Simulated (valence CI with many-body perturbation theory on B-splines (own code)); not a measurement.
# Forbidden lines of Sn²⁸⁺

Method: valence CI with perturbative core correlation (CI+MBPT): four valence electrons over a frozen Dirac-Fock core [Ar], a basis of 7 s, 7 p, 8 d, 6 f, 4 g, 1 h functions for each j, with the one-electron correlation potential Σ1, the two-electron term Σ2, the three-electron term Σ3, Breit, model QED; selected CI, second order for the rest, scaled by the run's own slope (own B-spline code, finite nucleus).

No measured spectrum was set against this ion. As an estimate, large intervals hold to a few tenths of a per cent, small ones and those within an open d or f shell to about a per cent. Only levels of the ground parity were solved; by the run's estimate the other parity begins above the list, which can be wrong where configurations are misplaced.

Lines 1 to 50 of 120 in falling wavelength, among levels below 636540 cm⁻¹, chosen from the decays that carry over 1 % of a level's rate. Wavelengths and rates use the calculated energies. Weak lines are less certain than strong ones. Lines between different terms over intervals too small for the method are left out, as are lines whose strength nearly cancels. Branching is blank where the lifetime is uncertain.

Levels are named by their leading jj configuration (3d3/2^4 stands for four electrons in 3d with j = 3/2), which in mixed levels can hold well under half, so a name can repeat and another be missing. Letters in brackets count levels of one name in rising energy.

```tsv
λ vac (Å)	Upper	Lower	Type	A (s⁻¹)	Branch %
23630	(3d3/2^3 3d5/2) J=4	(3d3/2^2 3d5/2^2) J=3 [a]	M1	1.24e+00	100.0
7642	(3d3/2^2 3d5/2^2) J=6	(3d3/2^2 3d5/2^2) J=5	M1	2.45e+01	99.8
5003	(3d3/2^2 3d5/2^2) J=3 [a]	(3d3/2^2 3d5/2^2) J=2 [a]	M1	2.90e+02	100.0
3225	(3d3/2^2 3d5/2^2) J=4 [b]	(3d3/2^2 3d5/2^2) J=5	M1	3.17e+01	1.4
3140	(3d3/2^2 3d5/2^2) J=2 [a]	(3d3/2^3 3d5/2) J=1	M1	1.39e+03	100.0
3077	(3d3/2^2 3d5/2^2) J=2 [c]	(3d3/2^2 3d5/2^2) J=1	M1	3.67e+02	12.0
2944	(3d3/2^2 3d5/2^2) J=5	(3d3/2^2 3d5/2^2) J=4 [a]	M1	5.54e+02	17.2
2851	(3d3/2^2 3d5/2^2) J=4 [c]	(3d3/2 3d5/2^3) J=5	M1	1.41e+02	
2786	(3d3/2^2 3d5/2^2) J=2 [e]	(3d3/2 3d5/2^3) J=1 [a]	M1	3.30e+02	1.7
2320	(3d3/2^2 3d5/2^2) J=4 [b]	(3d3/2^2 3d5/2^2) J=3 [b]	M1	1.05e+03	47.6
2273	(3d3/2^2 3d5/2^2) J=2 [d]	(3d3/2^2 3d5/2^2) J=2 [c]	M1	2.79e+02	1.1
2265	(3d3/2 3d5/2^3) J=3 [a]	(3d3/2^2 3d5/2^2) J=4 [b]	M1	3.65e+02	1.5
2177	(3d3/2^3 3d5/2) J=1	(3d3/2^4) J=0	M1	3.40e+03	100.0
2177	(3d3/2^2 3d5/2^2) J=2 [c]	(3d3/2^2 3d5/2^2) J=2 [b]	M1	4.96e+02	16.2
2095	(3d3/2^2 3d5/2^2) J=1	(3d3/2^2 3d5/2^2) J=0 [a]	M1	1.78e+03	9.5
2087	(3d3/2 3d5/2^3) J=3 [c]	(3d3/2^2 3d5/2^2) J=2 [f]	M1	7.60e+02	
2032	(3d3/2^2 3d5/2^2) J=2 [c]	(3d3/2^2 3d5/2^2) J=3 [b]	M1	4.02e+01	1.3
1952	(3d3/2^2 3d5/2^2) J=4 [a]	(3d3/2^3 3d5/2) J=4	M1	3.94e+03	79.8
1939	(3d3/2^2 3d5/2^2) J=4 [c]	(3d3/2 3d5/2^3) J=3 [a]	M1	2.54e+02	
1905	(3d3/2^2 3d5/2^2) J=3 [c]	(3d3/2^2 3d5/2^2) J=2 [b]	M1	9.07e+01	1.1
1871	(3d3/2 3d5/2^3) J=4 [a]	(3d3/2^2 3d5/2^2) J=5	M1	8.90e+02	4.4
1845	(3d3/2^2 3d5/2^2) J=2 [e]	(3d3/2^2 3d5/2^2) J=2 [d]	M1	2.41e+02	1.3
1803	(3d3/2^2 3d5/2^2) J=4 [a]	(3d3/2^2 3d5/2^2) J=3 [a]	M1	9.95e+02	20.2
1663	(3d3/2^2 3d5/2^2) J=2 [e]	(3d3/2 3d5/2^3) J=3 [a]	M1	4.09e+02	2.1
1649	(3d3/2 3d5/2^3) J=5	(3d3/2^2 3d5/2^2) J=4 [b]	M1	3.32e+03	31.6
1605	(3d3/2 3d5/2^3) J=1 [a]	(3d3/2^2 3d5/2^2) J=2 [c]	M1	2.04e+03	6.0
1539	(3d3/2^2 3d5/2^2) J=4 [b]	(3d3/2^2 3d5/2^2) J=4 [a]	M1	7.78e+02	35.1
1526	(3d3/2 3d5/2^3) J=4 [a]	(3d3/2^2 3d5/2^2) J=3 [b]	M1	8.79e+02	4.4
1466	(3d3/2 3d5/2^3) J=3 [b]	(3d3/2^2 3d5/2^2) J=2 [d]	M1	3.78e+02	
1438	(3d5/2^4) J=4	(3d3/2^2 3d5/2^2) J=4 [c]	M1	6.02e+02	1.3
1368	(3d3/2^2 3d5/2^2) J=3 [b]	(3d3/2^3 3d5/2) J=4	M1	3.12e+02	3.5
1365	(3d3/2 3d5/2^3) J=3 [c]	(3d3/2^2 3d5/2^2) J=2 [e]	M1	1.04e+03	
1364	(3d3/2^2 3d5/2^2) J=4 [c]	(3d3/2 3d5/2^3) J=4 [a]	M1	2.28e+03	
1348	(3d3/2 3d5/2^3) J=3 [b]	(3d3/2 3d5/2^3) J=3 [a]	M1	1.73e+03	
1307	(3d3/2^2 3d5/2^2) J=2 [d]	(3d3/2^2 3d5/2^2) J=1	M1	1.03e+03	4.1
1293	(3d3/2^2 3d5/2^2) J=3 [b]	(3d3/2^2 3d5/2^2) J=3 [a]	M1	5.03e+03	55.8
1273	(3d3/2 3d5/2^3) J=5	(3d3/2^2 3d5/2^2) J=6	M1	2.30e+03	21.9
1257	(3d3/2^2 3d5/2^2) J=2 [f]	(3d3/2^2 3d5/2^2) J=2 [d]	M1	3.83e+03	22.4
1222	(3d3/2 3d5/2^3) J=3 [c]	(3d3/2^2 3d5/2^2) J=4 [c]	M1	4.39e+03	
1204	(3d3/2^2 3d5/2^2) J=4 [c]	(3d3/2^2 3d5/2^2) J=3 [c]	M1	1.38e+03	
1191	(3d3/2 3d5/2^3) J=3 [a]	(3d3/2^2 3d5/2^2) J=2 [b]	M1	8.33e+03	33.1
1174	(3d3/2^2 3d5/2^2) J=5	(3d3/2^3 3d5/2) J=4	M1	2.68e+03	82.8
1146	(3d3/2 3d5/2^3) J=3 [a]	(3d3/2^2 3d5/2^2) J=3 [b]	M1	8.04e+03	32.0
1144	(3d3/2 3d5/2^3) J=4 [a]	(3d3/2^2 3d5/2^2) J=4 [a]	M1	1.32e+04	65.1
1133	(3d3/2 3d5/2^3) J=6	(3d3/2^2 3d5/2^2) J=6	M1	4.84e+03	45.6
1112	(3d3/2^2 3d5/2^2) J=2 [d]	(3d3/2^2 3d5/2^2) J=2 [b]	M1	2.37e+03	9.5
1091	(3d3/2^2 3d5/2^2) J=2 [e]	(3d3/2^2 3d5/2^2) J=3 [c]	M1	5.02e+03	26.1
1091	(3d3/2 3d5/2^3) J=5	(3d3/2^2 3d5/2^2) J=5	M1	3.40e+03	32.4
1073	(3d3/2^2 3d5/2^2) J=2 [d]	(3d3/2^2 3d5/2^2) J=3 [b]	M1	3.26e+02	1.3
1055	(3d3/2 3d5/2^3) J=1 [a]	(3d3/2^2 3d5/2^2) J=1	M1	6.40e+03	18.6
```
